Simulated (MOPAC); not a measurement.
MOPAC input (AM1):

```
AM1 FORCE THERMO(298,298) PRECISE LET GEO-OK AUX(PRECISION=9) THREADS=1
C3H8S

C    -2.36349351 1    0.18630779 1   -0.10595681 1
C    -0.95760070 1    0.37169882 1    0.40765627 1
C     0.04760862 1   -0.29985529 1   -0.49217303 1
S     1.70798631 1   -0.19934072 1    0.10424982 1
H    -2.62557214 1   -0.89826882 1   -0.15421450 1
H    -3.09103570 1    0.69566770 1    0.57101014 1
H    -2.47080200 1    0.61903458 1   -1.12993069 1
H    -0.72740287 1    1.46842797 1    0.47797713 1
H    -0.87652660 1   -0.05105610 1    1.44457451 1
H    -0.01850847 1    0.12385717 1   -1.52365584 1
H    -0.15931588 1   -1.39832920 1   -0.55759151 1
H     1.83520482 1    1.11276816 1    0.18731596 1
```

From the output:

```
     H   12   0.001055   0.006670   0.003851   0.020111   0.092423   2.457756

          HEAT OF FORMATION =     -18.041656 KCALS/MOLE

          ZERO POINT ENERGY      63.623 KCAL/MOL

           NORMAL COORDINATE ANALYSIS (Total motion = 1 Angstrom)

   Root No.       1         2         3         4         5         6         7         8

                 1 A       2 A       3 A       4 A       5 A       6 A       7 A       8 A

                  74.4     154.8     171.5     235.8     383.8     724.7     773.7     847.5

           1    0.0010   -0.0003   -0.0012    0.0249   -0.0755   -0.0003   -0.0016    0.0018
           2    0.0009    0.0016    0.0021   -0.0451   -0.0621   -0.0001    0.0014   -0.0013
           3   -0.0525   -0.0111    0.0024   -0.0000    0.0000   -0.0016   -0.0009   -0.0088
           4    0.0010   -0.0004   -0.0011    0.0203   -0.0695   -0.0020   -0.0040    0.0011
           5    0.0003   -0.0003   -0.0018    0.0670    0.0313    0.0158    0.0256   -0.0046
           6    0.0517    0.0160   -0.0268   -0.0032    0.0017    0.0096   -0.0218   -0.0278
           7    0.0016    0.0010    0.0016   -0.0197    0.0134    0.0403    0.0883   -0.0312
           8    0.0000   -0.0005   -0.0025    0.0802    0.0030   -0.0087   -0.0225    0.0083
           9    0.0622    0.0118    0.0220    0.0045    0.0011    0.0296   -0.0213    0.0183
          10   -0.0032   -0.0005   -0.0001   -0.0125    0.0558   -0.0217   -0.0346    0.0055
          11    0.0007   -0.0094   -0.0055   -0.0405    0.0165   -0.0025    0.0009   -0.0036
          12   -0.0246   -0.0123   -0.0036   -0.0013   -0.0013   -0.0011    0.0052    0.0006
          13    0.0644    0.0158   -0.0168   -0.0192   -0.1229    0.0091   -0.0973   -0.0927
          14   -0.0419    0.1543   -0.1244   -0.0817   -0.1024   -0.0190   -0.0284    0.0128
          15   -0.1044    0.0684   -0.0626   -0.0014   -0.0006   -0.0170    0.0291    0.0460
          16    0.0002   -0.0018   -0.0041    0.1106    0.0201    0.0353    0.0737   -0.0246
          17    0.0013    0.0011    0.0040   -0.0774   -0.1000   -0.0149   -0.0298    0.0102
          18   -0.0302   -0.1938    0.1569    0.0045   -0.0012   -0.0123    0.0274    0.0480
          19   -0.0613   -0.0154    0.0167   -0.0164   -0.1260   -0.0450    0.0194    0.1230
          20    0.0437   -0.1490    0.1297   -0.0753   -0.1035   -0.0123   -0.0349    0.0092
          21   -0.1049    0.0701   -0.0642   -0.0008    0.0003   -0.0164    0.0308    0.0458
          22   -0.0598   -0.0148    0.0163    0.0544   -0.0718    0.0211   -0.0822   -0.0824
          23    0.0175    0.0041   -0.0384    0.0798    0.0287   -0.0770    0.1197    0.0778
          24    0.0872    0.0240   -0.0564   -0.0075    0.0037   -0.0610    0.0803    0.0660
          25    0.0610    0.0151   -0.0190    0.0521   -0.0710   -0.0402    0.0284    0.1100
          26   -0.0166   -0.0045    0.0337    0.0930    0.0253    0.0945   -0.1041   -0.0674
          27    0.0868    0.0248   -0.0557   -0.0079    0.0023   -0.0621    0.0775    0.0664
          28    0.0446    0.0063    0.0146   -0.0035    0.0528   -0.0776    0.1146   -0.1069
          29   -0.0229    0.0039   -0.0364    0.0791    0.0174    0.1161   -0.1041    0.0089
          30    0.0932    0.0103    0.0477    0.0092    0.0066   -0.0998    0.0536   -0.0177
          31   -0.0408   -0.0036   -0.0105   -0.0113    0.0449    0.1637    0.0506    0.0693
          32    0.0235   -0.0050    0.0318    0.0895    0.0218   -0.1114    0.0912    0.0110
          33    0.0927    0.0102    0.0477    0.0097    0.0023   -0.0977    0.0604   -0.0205
          34    0.0509    0.0097    0.0129   -0.0718    0.0672    0.1698    0.0081    0.1645
          35   -0.0421    0.2827    0.2015   -0.0369    0.0195    0.0204    0.0086    0.0228
          36   -0.0688    0.1781    0.1298    0.0195   -0.0050   -0.0481    0.0005   -0.0366

   Root No.       9        10        11        12        13        14        15        16

                 9 A      10 A      11 A      12 A      13 A      14 A      15 A      16 A

                 956.2    1015.3    1067.6    1192.3    1197.0    1217.4    1249.5    1267.8

           1    0.0033    0.0215    0.0029    0.0018    0.0014    0.0685    0.0106   -0.0195
           2   -0.0011    0.0537   -0.0042    0.0003    0.0010   -0.0165    0.0092    0.0141
           3    0.0174   -0.0011   -0.0152   -0.0421    0.0153    0.0009    0.0022   -0.0008
           4   -0.0002    0.0036   -0.0021   -0.0008   -0.0017   -0.0642   -0.0037    0.0119
           5    0.0025    0.0116    0.0065   -0.0027   -0.0009    0.0333   -0.0552   -0.0133
           6    0.0001    0.0004    0.0174    0.0536    0.0210   -0.0027   -0.0036   -0.0006
           7   -0.0173   -0.0348   -0.0078   -0.0006   -0.0031   -0.0295    0.0025   -0.0350
           8    0.0024   -0.0314   -0.0016    0.0023   -0.0024   -0.0361    0.0556   -0.0240
           9   -0.0265   -0.0016   -0.0296   -0.0155   -0.0358    0.0059   -0.0006    0.0039
          10   -0.0024    0.0063   -0.0052    0.0005   -0.0001    0.0014   -0.0031   -0.0025
          11   -0.0043   -0.0013   -0.0033    0.0002    0.0000    0.0030    0.0002    0.0027
          12    0.0065    0.0008    0.0101   -0.0012   -0.0005   -0.0016    0.0011   -0.0010
          13    0.1253   -0.1171   -0.0546   -0.1497    0.0407    0.1396   -0.0091   -0.0521
          14    0.0064   -0.0695    0.0076   -0.0010    0.0008    0.0280   -0.0304   -0.0036
          15   -0.0396   -0.0024    0.0199    0.0338   -0.0020   -0.0121   -0.0089    0.0057
          16   -0.0113    0.3115   -0.0213    0.0059    0.0060    0.0305    0.0616    0.0301
          17    0.0049   -0.0678    0.0065   -0.0012   -0.0010   -0.0006   -0.0174   -0.0051
          18   -0.0429    0.0017    0.0192    0.0384    0.0058   -0.0008   -0.0025   -0.0002
          19   -0.1022   -0.1088    0.0872    0.1505   -0.0404    0.1332   -0.0243   -0.0481
          20    0.0059   -0.0694    0.0091   -0.0019   -0.0018    0.0281   -0.0297   -0.0035
          21   -0.0399    0.0056    0.0199    0.0351   -0.0017    0.0101    0.0055   -0.0055
          22    0.1024   -0.0416   -0.0158    0.1199   -0.1884   -0.1066   -0.1262    0.1469
          23    0.0693   -0.0279   -0.0558   -0.0393   -0.1757    0.0281   -0.1537    0.0494
          24   -0.0020   -0.0016   -0.0198   -0.0275   -0.0114    0.0214   -0.0163   -0.0165
          25   -0.0825   -0.0384    0.0375   -0.1417    0.1939   -0.1110   -0.1112    0.1288
          26   -0.0514   -0.0226    0.0878    0.0180    0.1799    0.0124   -0.1587    0.0344
          27   -0.0020   -0.0000   -0.0219   -0.0260   -0.0117   -0.0179    0.0192    0.0176
          28   -0.0185   -0.0464    0.2078   -0.0785   -0.0682    0.0976    0.1053    0.2074
          29   -0.0894   -0.0492    0.0692   -0.0853   -0.1186    0.0273    0.1445    0.0674
          30    0.0345    0.0056    0.0147    0.0129    0.0147    0.0164   -0.0195    0.0366
          31    0.0242   -0.0765   -0.1734    0.0852    0.0941    0.1184    0.0697    0.2160
          32    0.1144   -0.0605   -0.0541    0.1067    0.1403    0.0137    0.1206    0.0550
          33    0.0325   -0.0030    0.0059    0.0202    0.0185   -0.0224    0.0167   -0.0409
          34    0.2076    0.0316    0.1803   -0.0113    0.0054   -0.0465    0.0200   -0.0412
          35    0.0316    0.0039    0.0248   -0.0001    0.0036   -0.0031    0.0046   -0.0040
          36   -0.0403   -0.0049   -0.0304    0.0005   -0.0031    0.0084   -0.0046    0.0063

   Root No.      17        18        19        20        21        22        23        24

                17 A      18 A      19 A      20 A      21 A      22 A      23 A      24 A

                1377.5    1392.3    1393.6    1403.5    1406.8    1435.8    2044.8    3009.0

           1    0.0059   -0.0004   -0.0013   -0.0152   -0.0166    0.0850    0.0001   -0.0000
           2    0.0042   -0.0005   -0.0415   -0.0015   -0.0121    0.0023    0.0000   -0.0001
           3    0.0002   -0.0417    0.0006    0.0001    0.0004   -0.0003   -0.0001    0.0067
           4   -0.0301   -0.0003    0.0114    0.0687    0.0532   -0.0221   -0.0004   -0.0003
           5   -0.0154   -0.0002    0.0031   -0.0039    0.0816   -0.0012   -0.0001    0.0005
           6   -0.0008   -0.0013   -0.0001   -0.0005   -0.0008    0.0000    0.0001   -0.0344
           7    0.0152    0.0002   -0.0020   -0.0163   -0.0228    0.0000   -0.0021    0.0001
           8   -0.0373   -0.0000    0.0009   -0.0265   -0.0481   -0.0026    0.0006   -0.0003
           9    0.0013    0.0005   -0.0000    0.0009    0.0012    0.0002   -0.0005    0.0148
          10    0.0021   -0.0000   -0.0001   -0.0001    0.0008    0.0004   -0.0070    0.0001
          11    0.0006   -0.0000   -0.0001    0.0002    0.0004    0.0003    0.0157   -0.0000
          12   -0.0002    0.0001    0.0000   -0.0002   -0.0004   -0.0001   -0.0237    0.0001
          13    0.0094    0.1323   -0.0844   -0.0260   -0.0021   -0.2575   -0.0000   -0.0220
          14    0.0171    0.2163    0.2764   -0.0232   -0.0130   -0.0618   -0.0000    0.0304
          15    0.0047    0.0482    0.2032   -0.0037   -0.0062    0.0953    0.0000   -0.0501
          16    0.0557    0.0031    0.1265   -0.0604   -0.1093   -0.2583    0.0002    0.0004
          17   -0.0147    0.0010   -0.0649    0.0165    0.0284    0.1133   -0.0000    0.0012
          18   -0.0025    0.4161   -0.0021    0.0013   -0.0002    0.0018    0.0001    0.0037
          19    0.0105   -0.1302   -0.0826   -0.0284   -0.0038   -0.2588    0.0003    0.0214
          20    0.0194   -0.2107    0.2768   -0.0247   -0.0131   -0.0658   -0.0000   -0.0302
          21   -0.0058    0.0489   -0.2073    0.0039    0.0063   -0.0942    0.0001   -0.0481
          22    0.0893    0.0071   -0.0336   -0.1848   -0.0354    0.0107   -0.0013    0.1015
          23    0.0554    0.0027   -0.0196    0.1309   -0.2075    0.0088   -0.0012   -0.1490
          24   -0.0035   -0.0043    0.0049    0.1717   -0.1263   -0.0013    0.0004    0.2282
          25    0.0848   -0.0047   -0.0321   -0.1847   -0.0298    0.0098   -0.0002   -0.0973
          26    0.0494   -0.0039   -0.0192    0.1287   -0.2074    0.0082    0.0006    0.1423
          27    0.0042   -0.0027   -0.0047   -0.1731    0.1282    0.0014    0.0000    0.2144
          28   -0.0973    0.0044    0.0066    0.0259   -0.0008   -0.0030   -0.0040    0.0401
          29    0.2229    0.0057   -0.0006    0.0743    0.0751    0.0046   -0.0022   -0.0615
          30   -0.1872   -0.0018    0.0043   -0.0409   -0.0546   -0.0053   -0.0013   -0.0949
          31   -0.1074   -0.0054    0.0065    0.0253    0.0015   -0.0028    0.0049   -0.0434
          32    0.2101   -0.0030   -0.0004    0.0699    0.0718    0.0039    0.0045    0.0664
          33    0.1862    0.0003   -0.0042    0.0403    0.0543    0.0051   -0.0056   -0.1031
          34   -0.0044    0.0006    0.0006   -0.0073   -0.0110   -0.0016    0.2520   -0.0003
          35   -0.0014   -0.0000    0.0003    0.0006   -0.0008   -0.0005   -0.5064    0.0004
          36    0.0021   -0.0001   -0.0000    0.0023    0.0028   -0.0000    0.7650   -0.0005

   Root No.      25        26        27        28        29        30

                25 A      26 A      27 A      28 A      29 A      30 A

                3038.6    3061.5    3064.0    3084.6    3106.8    3156.9

           1   -0.0000    0.0002    0.0000    0.0004   -0.0001   -0.0222
           2   -0.0001   -0.0384    0.0037   -0.0105   -0.0033   -0.0003
           3    0.0069   -0.0034   -0.0412   -0.0003   -0.0001   -0.0001
           4   -0.0001   -0.0045    0.0002    0.0124    0.0065   -0.0043
           5    0.0002    0.0052   -0.0001   -0.0179   -0.0124    0.0022
           6   -0.0151   -0.0005   -0.0118   -0.0009   -0.0006    0.0001
           7   -0.0004    0.0011   -0.0001   -0.0059    0.0136    0.0000
```
